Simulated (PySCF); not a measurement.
## Te²⁺: ionisation energy

Te²⁺ [Kr] 4d10 5s2 5p2 [5p1/2^2, M_J = 0] → Te³⁺ [Kr] 4d10 5s2 5p1 [5p1/2^1, M_J = 1/2], as a difference of total energies. Computed with PySCF 2.14 in x2c-SVPall-2c (6s8p4d, 50 functions), with the two-component X2C-1e Hamiltonian. Correlated levels: [Ar] 3d10 frozen; the 6 highest virtual spinors dropped. "Screened" scales the spin-orbit matrix elements by Boettger's factors to mimic the two-electron term; Breit and QED terms are absent.

```json
{"method": "GHF (spin-free)", "ionisation energy (eV)": "26.920"}
{"method": "GMP2 (spin-free)", "ionisation energy (eV)": "27.236"}
{"method": "GHF (screened spin-orbit)", "ionisation energy (eV)": "26.407"}
{"method": "GMP2 (screened spin-orbit)", "ionisation energy (eV)": "26.939"}
```

The spin-free rows relax to the high-spin LS determinant and lack the spin-orbit shift.

Errors of the correlated levels include the incompleteness of this basis and the frozen core.

The labels give the starting determinants; with spin-orbit coupling the two ends relaxed to ⟨J²⟩ = 0.00, ⟨L²⟩ = 1.35, ⟨S²⟩ = 1.35 and ⟨J²⟩ = 0.76, ⟨L²⟩ = 2.04, ⟨S²⟩ = 0.77.

**Question.** Which method comes closest to the reference value, and which is furthest?

**Answer.** The reference is 27.84 ± 0.04 eV (measured; NIST Atomic Spectra Database, ionization energies). Closest: GMP2 (spin-free) (error -0.604 eV); furthest: GHF (screened spin-orbit) (error -1.433 eV).
